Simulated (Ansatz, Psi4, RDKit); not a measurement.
Dimer: HCl (SMILES Cl) (first 2 atoms) with ClH3Si (SMILES [SiH3]Cl); geometry from B3LYP-D3(BJ)/def2-TZVP, rigid monomers moved along the line of their centres of mass till H2···Cl4 is 2.22 Å.
(charge 0, multiplicity 1):
```csv
atom,x (Å),y (Å),z (Å)
Cl,-0.3135,-0.4178,0.9692
H,0.5898,-0.1007,1.8322
Si,-0.5841,0.3029,4.5595
Cl,1.3667,0.4393,3.8445
H,-1.0564,-1.0729,4.3268
H,-1.4042,1.2829,3.8268
H,-0.5434,0.6147,6.0003
```

Interaction energies are E(AB) − E(A) − E(B) at the monomers' geometry in the complex; basis-set methods are counterpoise corrected. RDKit's UFF carries no charges.

Correlated levels freeze the cores. CBS(a, b) extrapolates the correlation energy as X⁻³ and adds the Hartree–Fock energy of set b.

Codes used: Ansatz (a quantum-chemistry and plane-wave program); Psi4 for SAPT; RDKit for the force fields. 

**Question.** What is the computed interaction energy (UFF)?

**Answer.** 545 meV

**Question.** What is the computed interaction energy (MP2/CBS(aug-cc-pV(D+d)Z, aug-cc-pV(T+d)Z) + ΔCCSD(T)/aug-cc-pV(D+d)Z)?

**Answer.** -76 meV

**Question.** What interaction energy does SAPT0/jun-cc-pV(D+d)Z give?

**Answer.** -10 meV
